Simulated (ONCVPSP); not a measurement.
# Before and after: ONCV potential for Ti (Z = 22)

```json
{"Element": "Ti (Z = 22)", "Generator": "ONCVPSP 4.0.1", "Type": "optimised norm-conserving Vanderbilt (ONCV)", "Functional": "PBE", "Relativity": "scalar-relativistic", "Frozen core": "[Ne]", "Valence charge": "12", "Reference configuration": "3s2 3p6 3d3 4s1", "Partial waves": "3s+4s: rc 1.90 bohr, ncon 5, nbas 9, qcut 6 1/bohr, 2 projectors; 3p: rc 1.70 bohr, ncon 5, nbas 8, qcut 8.9 1/bohr, 3 projectors, debl 1.6 Ha; 3d: rc 2.00 bohr, ncon 4, nbas 9, qcut 6.3 1/bohr, 2 projectors, debl 3.4 Ha", "Local potential": "polynomial inside 1.35 bohr (lpopt 4, dvloc0 2 Ha)", "Core correction": "Teter function, fcfact 4.25, rcfact 1.7"}
```

Change: s: qcut 6.4.

Cutoffs: the cutoffs (Ha) at which the residual kinetic energy of the hardest occupied pseudo-wave falls to 1 and 0.1 mHa per electron; they do not see the model core or the augmentation charge, which bear on the density cutoff. Errors are all-electron minus pseudo energies relative to the spin-unpolarised reference configuration.

Question: Predict the effect on cutoff, ghosts and configuration errors.

Answer: The potential gets neither clearly harder nor softer (20 Ha and 37 Ha → 20 Ha and 37 Ha); the p channel sets the loose cutoff, while the largest relative change is in s, which becomes harder; the errors of the 3 common tests hardly move; neither file shows a bound ghost.

```csv
quantity,base,changed
"cutoff, loose",20 Ha,20 Ha
"cutoff, tight",37 Ha,37 Ha
loose cutoff by channel,"s 10 Ha, p 20 Ha, d 18 Ha","s 13 Ha, p 20 Ha, d 18 Ha"
bound ghosts,none,none
GHOST(+) flags under 300 eV,none,none
tests with a reliable result,3 of 4,3 of 4
"error for 3s2 3p6 3d2 4s2, meV [ΔE -1.11 eV]",+39,+39
"error for 3s2 3p6 3d2 4s1, meV [ΔE 6.24 eV]",+26,+27
"error for 3s2 3p6 3d2.5 4s1.5, meV [ΔE -0.75 eV]",+7.1,+7.2
s: phases at 1.93 bohr within 0.05 rad from the reference energy up to (Ha; the scan ends near 5),to the end of the scan,to the end of the scan
p: phases at 1.73 bohr within 0.05 rad from the reference energy up to (Ha; the scan ends near 5),to the end of the scan,to the end of the scan
d: phases at 2.03 bohr within 0.05 rad from the reference energy up to (Ha; the scan ends near 5),1.4,1.4
"rms error of d²Exc/dni dnj with the model core, mHa",2.92,2.89
```

Base: The cutoffs count occupied waves only; projector 2 of the d channel, the hardest unoccupied one, needs 67 Ha at the loose tolerance. Changed file: The cutoffs count occupied waves only; projector 2 of the d channel, the hardest unoccupied one, needs 67 Ha at the loose tolerance.
